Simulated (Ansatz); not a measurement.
**Forces on a displaced structure**

SiNHTe (SMILES N1=[SiH][Te]1), closed shell, displaced at random from a GFN2-xTB minimum.

N1  (0.375, -1.119, -0.461)
Si2  (0.346, 0.439, -0.144)
Te3  (-1.283, -1.125, 0.890)
H4  (0.554, 1.700, -0.047)
(Å)

Program: Ansatz 0.2.0. Basis: def2-TZVPP. Cores are frozen in the correlated methods. Filled d shells of the heavier atoms are correlated. Core potentials replace the inner electrons of the atoms past krypton. The def2 sets are not built for correlating such inner shells, so the correlated values are less sure here.

CCSD(T) forces from the calculation:
```
atom      Fx      Fy  Fz (eV/Å)
  N1   1.805  -2.114     -1.862
 Si2  -2.638  -3.919      1.293
 Te3  -0.646   0.616      0.632
  H4   1.480   5.417     -0.063
```

Task: Which atom feels the largest CCSD(T) force, and how large is it?

Result: H4, 5.62 eV/Å, along (0.26, 0.96, -0.01).

Root-mean-square difference of the force components from those of CCSD(T): PBE0-D4 0.437; wB97M-V 0.556; r2SCAN-D4 0.259; PBE-D4 0.115; SPW92 0.357; HSE06-D4 0.424 eV/Å.

T1 diagnostic: at most 0.022. The restricted Hartree–Fock reference is unstable towards an unrestricted one here. These are differences at one structure, and CCSD(T) in triple zeta is itself an approximation.

For scale, one of the runs: CCSD(T)/def2-TZVPP forces, 137 basis functions (an equivalent command: `ansatz run in.yaml --threads 4`). Time: 63 s of wall clock on 4 CPU threads; the host was shared. Peak host memory: 1.4 GiB.
